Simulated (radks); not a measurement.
Spherical quantum dot in the effective-mass picture: electrons in a hard-walled sphere of radius 13.1, with a point charge +2 (a donor) at the centre, all in effective atomic units (hartree* = m*/eps^2 hartree, bohr* = eps/m* bohr), one dielectric constant everywhere. Method: non-relativistic Kohn-Sham, LDA (Slater exchange, Perdew-Wang correlation), spin-polarised, spherical densities; computed with a radial shooting solver with Libxc functionals. Levels are named by radial order and angular momentum (1s, 1p, 1d, 2s, ...), and open shells are averaged over m. Each electron was tried in the lowest free levels, single moves between levels near the top were tried too, and the lowest total energy was kept; such a search can miss a lower state. At N = 1 the Hartree and exchange-correlation terms need not cancel, so that row can carry a self-interaction error.

\begin{tabular}{lrrrrrr}
N & open shells & 2S & E (hartree*) & mu = E(N) - E(N-1) (hartree*) & addition energy mu(N+1) - mu(N) (hartree*) & rms radius (bohr*) \\ \hline
1 & 1s(up 1, down 0) & 1 & -1.94176 & -1.9418 & 1.049 & 0.8943 \\
2 & none & 0 & -2.83446 & -0.89269 & 0.9238 & 1.134 \\
3 & 2s(up 1, down 0) & 1 & -2.80339 & 0.031068 & 0.09815 & 4.482 \\
4 & none & 0 & -2.67417 & 0.12921 & 0.1064 & 5.820 \\
5 & 1p(up 1, down 0) & 1 & -2.43854 & 0.23563 & 0.08483 & 6.698 \\
6 & 1p(up 3, down 0) 2s(up 1, down 0) & 4 & -2.11809 & 0.32046 & 0.09619 & 7.317 \\
7 & 1p(up 3, down 0) & 3 & -1.70145 & 0.41664 & 0.1003 & 7.717 \\
8 & 1p(up 3, down 1) & 2 & -1.18455 & 0.51690 & 0.08632 & 8.051 \\
9 & 1p(up 3, down 2) & 1 & -0.581324 & 0.60322 & 0.08691 & 8.319 \\
10 & none & 0 & 0.108806 & 0.69013 & 0.1110 & 8.541 \\
11 & 1d(up 1, down 0) & 1 & 0.909953 & 0.80115 & 0.08598 & 8.741 \\
12 & 1d(up 2, down 0) & 2 & 1.79708 & 0.88713 & 0.08612 & 8.911 \\
13 & 1d(up 3, down 0) & 3 & 2.77032 & 0.97324 & 0.08616 & 9.057 \\
14 & 1d(up 4, down 0) & 4 & 3.82973 & 1.0594 & 0.08616 & 9.184 \\
15 & 1d(up 5, down 0) & 5 & 4.97529 & 1.1456 & 0.1023 & 9.297 \\
16 & 1d(up 5, down 1) & 4 & 6.22320 & 1.2479 & 0.08491 & 9.397 \\
17 & 1d(up 5, down 2) & 3 & 7.55602 & 1.3328 & 0.08506 & 9.487 \\
18 & 1d(up 5, down 3) & 2 & 8.97390 & 1.4179 & 0.08515 & 9.569 \\
19 & 1d(up 5, down 4) & 1 & 10.4769 & 1.5030 & 0.08518 & 9.644 \\
20 & none & 0 & 12.0652 & 1.5882 & 0.1153 & 9.713 \\
21 & 1f(up 1, down 0) & 1 & 13.7686 & 1.7035 & 0.08467 & 9.780 \\
22 & 1f(up 2, down 0) & 2 & 15.5568 & 1.7882 & 0.08469 & 9.842 \\
23 & 1f(up 3, down 0) & 3 & 17.4297 & 1.8729 & 0.08469 & 9.899 \\
24 & 1f(up 4, down 0) & 4 & 19.3872 & 1.9576 & 0.08468 & 9.952 \\
25 & 1f(up 5, down 0) & 5 & 21.4295 & 2.0422 & 0.08467 & 10.00 \\
26 & 1f(up 6, down 0) & 6 & 23.5564 & 2.1269 & 0.08464 & 10.05 \\
27 & 1f(up 7, down 0) & 7 & 25.7679 & 2.2115 & 0.1013 & 10.09 \\
28 & 1f(up 7, down 1) & 6 & 28.0808 & 2.3128 & 0.08393 & 10.13 \\
29 & 1f(up 7, down 2) & 5 & 30.4775 & 2.3968 & 0.08397 & 10.17 \\
30 & 1f(up 7, down 3) & 4 & 32.9583 & 2.4807 & 0.08399 & 10.21 \\
31 & 1f(up 7, down 4) & 3 & 35.5230 & 2.5647 & 0.08400 & 10.24 \\
32 & 1f(up 7, down 5) & 2 & 38.1718 & 2.6487 & 0.08401 & 10.28 \\
33 & 1f(up 7, down 6) & 1 & 40.9045 & 2.7327 & - & 10.31 \\
\end{tabular}

All shells are closed at N = 2, 4, 10, 20 (there: 1s2 1p6 1d10 2s2); the second difference of the energy has clear peaks (12 % above both neighbours; the first and last values, which can be the largest, are not judged, and half-filled shells can peak too) at N = 10, 15, 20, 27.
